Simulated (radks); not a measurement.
All-electron atom: Pt65+ in [Ne] 3s2 3p1 (the NIST ground configuration). Calculated with a radial shooting solver on a logarithmic mesh with Libxc functionals: scalar-relativistic Kohn-Sham, PBE, spin-polarised, spherical densities, finite nucleus; open shells are filled with parallel spins first (spin-orbit coupling, left out, can overturn this in heavy ions); Fermi nuclear charge, rms radius 5.427 fm.

Radial electron density D(r) = 4 pi r^2 rho(r):

r (bohr),D(r) (e/bohr),spin D(r)
0.001875,24.01,0.000695
0.002097,27.87,0.00118
0.002327,31.89,0.00184
0.002582,36.35,0.00280
0.002888,41.63,0.00432
0.003205,46.98,0.00634
0.003585,53.19,0.00948
0.003977,59.30,0.0136
0.004413,65.68,0.0194
0.004936,72.70,0.0283
0.005477,79.21,0.0398
0.006127,85.98,0.0570
0.006798,91.83,0.0791
0.007543,97.00,0.109
0.008437,101.5,0.153
0.009362,104.5,0.207
0.01047,106.2,0.285
0.01162,106.3,0.380
0.013,104.7,0.511
0.01442,102.0,0.665
0.016,98.35,0.854
0.0179,94.04,1.10
0.01986,90.43,1.36
0.02221,87.86,1.68
0.02465,87.47,1.99
0.02735,89.52,2.29
0.03059,94.62,2.58
0.03394,101.7,2.76
0.03796,110.6,2.81
0.04212,118.5,2.68
0.04712,124.5,2.33
0.05228,125.9,1.82
0.05801,122.1,1.19
0.06489,111.7,0.524
0.072,97.34,0.0873
0.08053,78.98,0.0305
0.08936,62.04,0.516
0.09915,47.67,1.57
0.1109,36.80,3.20
0.1231,31.09,4.89
0.1376,28.25,6.45
0.1527,26.70,7.26
0.1695,24.48,7.24
0.1895,20.46,6.32
0.2103,15.55,4.91
0.2352,10.11,3.25
0.261,5.890,1.94
0.292,2.795,0.942
0.324,1.184,0.411
0.3595,0.4207,0.151
0.4021,0.1113,0.0417
0.4461,0.02601,0.0102
0.499,0.004186,0.00172
0.5537,0.0005878,0.000255

D(r) has 2 maxima, at r = 0.0111, 0.0510 bohr, and minima at 0.0239 bohr, inside which lie 1.99 electrons.
